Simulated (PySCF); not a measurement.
HBrCl₂Ge, singlet, geometry from GFN2-xTB.

Here is a job for PySCF.
```python
from pyscf import gto, scf, dft

mol = gto.M(
    atom='''
Ge    0.456258   -0.437854    0.068515
Cl   -0.817269   -2.010373   -0.523959
Cl    0.448678   -0.269625    2.170265
Br   -0.291516    1.525815   -0.848858
H     1.868848   -0.632233   -0.469636
''',
    basis='def2-svpd',
    charge=0,
    spin=0,
    verbose=4,
    max_memory=1800,
)

mf = dft.RKS(mol)
mf.xc = 'pbe'
mf = mf.density_fit(auxbasis='def2-universal-jkfit')
mf.kernel()
```

Task: What is the computed total energy (DF-PBE/def2-SVPD (PySCF))?

Result: -5570.3604 Eh

Task: Predict the Mulliken (on the basis functions themselves) charges in atom order from DF-PBE/def2-SVPD.

Result: Ge1 1.15, Cl2 -0.46, Cl3 -0.46, Br4 -0.34, H5 0.11

Task: Give the dipole moment at the level DF-PBE/def2-SVPD.

Result: 1.20 D
